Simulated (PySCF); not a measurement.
## Two-component Hartree-Fock for Lu(42+) (lutetium, charge +42)

Start: [Ar] 3d10 4s1; 4s1/2 filled at m_j = +1/2. Calculated with PySCF 2.14 in an even-tempered Gaussian basis (16 s from 5.3 bohr⁻², ratio 2.8; 13 p from 6.9 bohr⁻², ratio 2.8; 8 d from 12 bohr⁻², ratio 2.8; 4 f from 27 bohr⁻², ratio 3): generalised Hartree-Fock with the X2C-1e Hamiltonian and a Gaussian nucleus; one run each with spin-orbit coupling (SO) switched off, then screened by Boettger's factors.

```
spinor shell  electrons  ε, spin-free (eV)  ε, screened SO (eV)  weight of nominal j (screened SO)  rms radius, screened SO (bohr)
       1s1/2          2           -65681.3             -65665.7                              1.000                          0.0219
       2s1/2          2           -12957.4             -12952.8                              1.000                          0.0883
       2p1/2          2           -11643.1             -12442.1                              1.000                          0.0752
       2p3/2          4           -11643.1             -11314.4                              1.000                          0.0823
       3s1/2          2            -4423.3              -4422.1                              1.000                           0.224
       3p1/2          2            -4020.1              -4200.7                              1.000                           0.214
       3p3/2          4            -4020.1              -3945.0                              1.000                           0.228
       3d3/2          4            -3551.7              -3584.8                              1.000                           0.200
       3d5/2          6            -3551.7              -3529.1                              1.000                           0.203
       4s1/2          1            -2111.9              -2111.7                              1.000                           0.465
```

```csv
quantity,spin-free,screened SO
E (hartree),-13395.68981,-13409.62231
M_J,1/2,1/2
⟨J²⟩,0.750,0.750
⟨L²⟩,0.000,0.051
⟨S²⟩,0.750,0.801
```

Each row is a mean over spinors that exchange with the open shell spreads, by up to 5.432 eV (3s1/2).

Breit and QED terms are absent; they matter most for the inner s and p1/2 levels.

Densities and radii are taken from the X2C orbitals without a picture-change correction, which distorts them close to the nucleus.

Without spin-orbit coupling the j labels of p, d and f shells carry no meaning; the spin-free column gives the mean over the occupied spinors of each nl shell.
